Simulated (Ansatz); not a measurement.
The molecule LiC, multiplicity 4 (lowest of 2S+1 = 2, 4 at CCSD(T)/def2-TZVPP on PBE0 minima; our sources give no spin for the ground state, which may be another).

The constants come from a fifth-degree fit in 1/R (seven points, main isotopes). Runs in def2 and cc sets follow the lowest solution found near the PBE0 minimum.

Correlated levels freeze the inner cores; with def2 sets outer-core shells near the valence are correlated too. CBS: X⁻³ extrapolation of the correlation energy, Hartree–Fock from the larger set.

Programs: Ansatz (Gaussian basis) for Hartree–Fock, density functionals and correlated methods. 

D_e counts from each atom's lowest state at the same level, without counterpoise or zero-point energy.

```
level                                  r_e (Å)  ω_e (cm⁻¹)  ω_e x_e (cm⁻¹)  D_e (eV)  dipole (D)
-------------------------------------  -------  ----------  --------------  --------  ----------
SVWN5/def2-TZVPP                         1.872         695             6.6      3.15        6.00
BHLYP/def2-TZVPP                         1.864         719             6.4      2.40        6.35
B2PLYP/def2-TZVPP                        1.878         ___             6.3      2.51           -
CCSD/def2-QZVPP                          1.884         698             5.9      2.57           -
CCSD(T)/def2-TZVPP                       1.888         698             5.9      2.53           -
CCSD(T)/aug-cc-pVQZ                      1.897         686             5.8      2.63           -
CCSD(T)/def2-QZVPP                       1.887         694             5.9      2.63           -
CCSD(T)/CBS(aug-cc-pVTZ, aug-cc-pVQZ)      ___         ___             5.9         -           -
```

**Question.** Some entries are withheld; supply them.

**Answer.** 
- CCSD(T)/CBS(aug-cc-pVTZ, aug-cc-pVQZ), r_e (Å): 1.896
- CCSD(T)/CBS(aug-cc-pVTZ, aug-cc-pVQZ), ω_e (cm⁻¹): 688
- B2PLYP/def2-TZVPP, ω_e (cm⁻¹): 702

Ansatz is an electronic-structure program.
